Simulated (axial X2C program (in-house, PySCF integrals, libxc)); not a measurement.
Working with the constants of AuF

A bond curve at the PBE0 level, 2c, was computed with an axial X2C code built on PySCF integrals (basis Au dyall-cv3z [13s14p9d6f4g], F dyall-av3z [7s6p3d2f] (cores contracted in-house)) for the state Ω = 0 (closed shell). Its fit gives Re = 1.9209 Å, ωe = 556.9 cm⁻¹, ωexe = 2.91 cm⁻¹ and αe = 1.898e-03 cm⁻¹; the masses are 196.9666 and 18.9984 u. Two-component means X2C with spin–orbit coupling and atomic mean-field Coulomb and Gaunt terms.

**Question.** Find the reduced mass, Be and the force constant.

**Answer.** From the PBE0 values: μ = 17.3271 u. Be = 16.8576/(μ Re²) = 0.2637 cm⁻¹. k = 5.8918×10⁻⁷ μ ωe² = 3.17 mdyn/Å.

**Question.** Give B0, the J = 1←0 line in GHz and the most populated J at 300 K (kT = 208.5 cm⁻¹).

**Answer.** B0 = Be − αe/2 = 0.2627 cm⁻¹; 2B0 = 15.75 GHz; J(max) ≈ √(kT/2B0) − 1/2 = 19.4, so J = 19.

**Question.** A Morse curve ties αe to the other constants (Pekeris). How well does that hold?

**Answer.** αe(Morse) = 6Be²/ωe × (√(ωexe/Be) − 1) = 1.739e-03 cm⁻¹; the PBE0 curve gives 1.898e-03 cm⁻¹, a ratio of 0.92.

**Question.** The dipole moment p changes by 4.63 D/Å at Re. What harmonic infrared intensity follows?

**Answer.** I = 42.256 × (dp/dR)²/μ = 52 km/mol.

**Question.** Estimate the centrifugal constant by the Kratzer relation.

**Answer.** D = 4Be³/ωe² = 2.36e-07 cm⁻¹.

One determinant describes the state; a PBE0 search over occupations chose it and may have missed a lower one.
